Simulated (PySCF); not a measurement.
Run record: geometry optimisation, `CC[O+](CC)[B-](F)(F)F` (BF3OEt2).

Computed with PBE0-D3(BJ)/def2-TZVP geometry optimisation, gas phase (PySCF 2.14.0). Start geometry: GFN2-xTB. The input is one job of a driver script: a line of settings, then coordinates in Å.

Command:
```bash
OMP_NUM_THREADS=1 python probes_run.py task.json out
```

Input:
```
{"job": {"xc": "PBE0", "basis": "def2-TZVP", "d3": "d3bj", "grid": 2, "shake": 0.01, "kind": "geom"}, "charge": 0, "multiplicity": 1}
C     -1.626920    -1.380480    -0.453570
C     -0.590430    -0.395040    -0.960430
O     -0.124750     0.408420     0.134370
C      1.354840     0.457560     0.294340
C      1.850550    -0.850410     0.872550
B     -0.819280     1.949220     0.190370
F     -0.412860     2.436370     1.378620
F     -2.115210     1.701440     0.085700
F     -0.290830     2.585880    -0.857070
H     -2.029300    -1.941490    -1.281050
H     -2.475820    -0.800700    -0.005230
H     -1.228780    -2.026270     0.296830
H     -1.030080     0.288350    -1.726220
H      0.242720    -0.926650    -1.386210
H      1.509310     1.268590     0.986970
H      1.790030     0.701720    -0.657450
H      1.345330    -1.053770     1.815210
H      2.906070    -0.727620     1.089160
H      1.714690    -1.688050     0.203860
```

Output:
```
step   0  E = -557.88472486  max force = 0.033958
step   1  E = -557.88945095  max force = 0.005951
step   2  E = -557.89002096  max force = 0.002476
step   3  E = -557.89021187  max force = 0.001058
step   4  E = -557.89031355  max force = 0.001320
step   5  E = -557.89037203  max force = 0.001174
step   6  E = -557.89039397  max force = 0.000977
step   7  E = -557.89040841  max force = 0.000429
optimisation converged
```

Energies in Eh; «max force» is the largest Cartesian gradient component in Eh/bohr.

Task: How much energy does the optimisation release, in kcal/mol?

Result: E(step 0) − E(last step) = 0.005684 Eh, which is 3.6 kcal/mol.

Task: Give the first gradient maximum in eV/Å.

Result: With 1 Eh/bohr = 51.422 eV/Å, 1.746 eV/Å.

Main results: final energy -557.89041 Eh after 7 steps; dipole 5.86 D.

Task: Where do the atoms end?

Result: 0.083 Å rms from the input after alignment:
```
atom  x, y, z in Å
C1    -1.6943   -1.2236   -0.5187
C2    -0.5914   -0.3265   -1.0084
O3    -0.0611    0.4623    0.0889
C4     1.3605    0.3310    0.3120
C5     1.6802   -0.9783    0.9821
B6    -0.6403    2.0099    0.1919
F7    -0.2761    2.3939    1.4416
F8    -1.9759    1.8546   -0.0041
F9     0.0002    2.6735   -0.8125
H10   -2.0955   -1.7963   -1.3580
H11   -2.5004   -0.6300   -0.0891
H12   -1.3279   -1.9235    0.2342
H13   -0.9407    0.3775   -1.7643
H14    0.2411   -0.8936   -1.4277
H15    1.6237    1.1755    0.9453
H16    1.8678    0.4467   -0.6494
H17    1.1543   -1.0596    1.9343
H18    2.7537   -1.0292    1.1751
H19    1.4141   -1.8355    0.3600
```

Hardware: one thread, Intel Xeon at 2.30 GHz (x86_64), no GPU, on a shared host. Cost: 7.4 min wall, 2.2 GiB resident at most.
Labels such as C1 count atoms from 1, the log's own numbers from 0.
